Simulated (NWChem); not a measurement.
System: CH₂BrF; SMILES FCBr

Parts of the log:

```
             Northwest Computational Chemistry Package (NWChem) 7.3.0
             --------------------------------------------------------

 CS  symmetry detected

                             Geometry "geometry" -> ""
                             -------------------------

 Output coordinates in angstroms (scale by  1.889725989 to convert to a.u.)

  No.       Tag          Charge          X              Y              Z
 ---- ---------------- ---------- -------------- -------------- --------------
    1 F                    9.0000     0.39541200     1.95524424     0.00000000
    2 C                    6.0000    -0.60729157     1.06353060     0.00000000
    3 Br                  35.0000     0.07180988    -0.75201146     0.00000000
    4 H                    1.0000    -1.21415221     1.17100959     0.90958800
    5 H                    1.0000    -1.21415221     1.17100959    -0.90958800

 Effective nuclear repulsion energy (a.u.)     165.4770949843

      Symmetry information
      --------------------

 Group name             Cs
 Group number              2
 Group order               2
 No. of unique centers     4

                                 NWChem DFT Module
                                 -----------------

 Summary of "ao basis" -> "ao basis" (spherical)
 ------------------------------------------------------------------------------
       Tag                 Description            Shells   Functions and Types
 ---------------- ------------------------------  ------  ---------------------
 F                         def2-tzvpd               14       40   6s4p3d1f
 C                         def2-tzvpd               13       37   6s3p3d1f
 Br                        def2-tzvpd               19       57   7s6p5d1f
 H                         def2-tzvpd                5        9   3s2p

      Symmetry analysis of basis
      --------------------------

        a'         99
        a"         53

            General Information
            -------------------
          SCF calculation type: DFT
          Wavefunction type:  closed shell.
          No. of atoms     :     5
          No. of electrons :    52
           Alpha electrons :    26
            Beta electrons :    26
          Charge           :     0
          Spin multiplicity:     1
          Use of symmetry is: on ; symmetry adaption is: on
          Maximum number of iterations: 150
          AO basis - number of functions:   152
                     number of shells:    56
          Convergence on energy requested:  1.00D-06
          Convergence on density requested:  1.00D-05
          Convergence on gradient requested:  5.00D-04

              XC Information
              --------------
                      r^2SCAN Method XC Functional
               r^2SCAN metaGGA Exchange Functional  1.000
                     r^2SCAN Correlation Potential  1.000

             Grid Information
             ----------------
          Grid used for XC integration:  medium
          Radial quadrature: Mura-Knowles
          Angular quadrature: Lebedev.
          Tag              B.-S. Rad. Rad. Pts. Rad. Cut. Ang. Pts.
          ---              ---------- --------- --------- ---------
          F                   0.50       49          12.0       434
          C                   0.70       49          12.0       434
          Br                  1.15      112          12.0       590
          H                   0.35       45          11.0       434
          Grid pruning is: on
          Number of quadrature shells:   255
          Spatial weights used:  Erf1

      Superposition of Atomic Density Guess
      -------------------------------------

 Sum of atomic energies:       -2710.48853578

      Non-variational initial energy
      ------------------------------

 Total energy =   -2711.323986
 1-e energy   =   -4102.398918
 2-e energy   =    1225.597837
 HOMO         =      -0.348058
 LUMO         =       0.025700

      Symmetry analysis of molecular orbitals - initial
      -------------------------------------------------

  Numbering of irreducible representations:

     1 a'          2 a"

  Orbital symmetries:

     1 a'          2 a'          3 a'          4 a'          5 a"
     6 a'          7 a'          8 a'          9 a'         10 a"
    11 a'         12 a'         13 a"         14 a'         15 a'
    16 a"         17 a'         18 a'         19 a'         20 a'
    21 a"         22 a'         23 a"         24 a'         25 a'
    26 a"         27 a'         28 a'         29 a'         30 a"
    31 a'         32 a'         33 a'         34 a"         35 a'
    36 a"

     ---------------------------------------------
      Total Density - Mulliken Population Analysis
     ---------------------------------------------

    Atom       Charge   Shell Charges
 -----------   ------   -------------------------------------------------------
    1 F    9     9.36   0.77  1.20  0.61  1.00  0.31 -0.01  2.32  2.31  0.82  0.01  0.00  0.01  0.01  0.00
    2 C    6     5.52   0.85  1.12  0.51  0.66 -0.02  0.01  0.92  1.08  0.25  0.03  0.10  0.01  0.01
    3 Br  35    35.35   2.00  2.00  1.16  0.77  1.00  1.01  0.06  6.00  5.94  1.29  2.85  1.21  0.02  8.98  1.03 -0.02  0.04 -0.00  0.00
    4 H    1     0.88   0.25  0.46  0.13  0.02  0.02
    5 H    1     0.88   0.25  0.46  0.13  0.02  0.02

[...]
```

Level: r2SCAN/def2-TZVPD. All runs use the structure optimised with PBE0/def2-SVP.

Problem. Which NWChem input produces such a log?

Solution. Several could match; the one computed here: the input that was run:
```
start job
memory heap 200 mb stack 900 mb global 1100 mb
geometry units angstroms noautoz
  F      0.410381     1.958234     0.000000
  C     -0.602799     1.078442     0.000000
  Br     0.054782    -0.745005     0.000000
  H     -1.208346     1.193091     0.909588
  H     -1.208346     1.193091    -0.909588
end
basis spherical
  * library def2-tzvpd
end
dft
  xc r2scan
  iterations 150
  mulliken
end
task dft energy
```
